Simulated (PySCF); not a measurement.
## Shapes and spin states of AgCl3

Computed with PBE/[Ag def2-SVP with ECP28, Cl def2-SVP], scalar-relativistic core potentials, density fitting, no spin–orbit coupling, PySCF.

Relaxations began from a few typed shapes and spin states; open shells are unrestricted. The search is not exhaustive: other isomers or separated fragments can lie lower, and high-lying points may rest on an excited occupation.

Question: Which is the lowest minimum found?
A. singlet C2v: Ag–Cl 2.289 Å (×2), Ag–Cl 2.296 Å; Cl–Ag–Cl 96.4° (×2), Cl–Ag–Cl 167.2°
B. triplet C2v: Ag–Cl 2.330 Å (×2), Ag–Cl 2.471 Å; Cl–Ag–Cl 84.3° (×2), Cl–Ag–Cl 168.5°

Answer: A. The others lie at 23.7 (triplet C2v, a saddle point) kJ/mol above it.

Formally Ag is in oxidation state +3, d8, with 0 unpaired electrons (the high-spin count would be 2). The polar-tensor charge on Ag, 0.54, is far below the formal one.
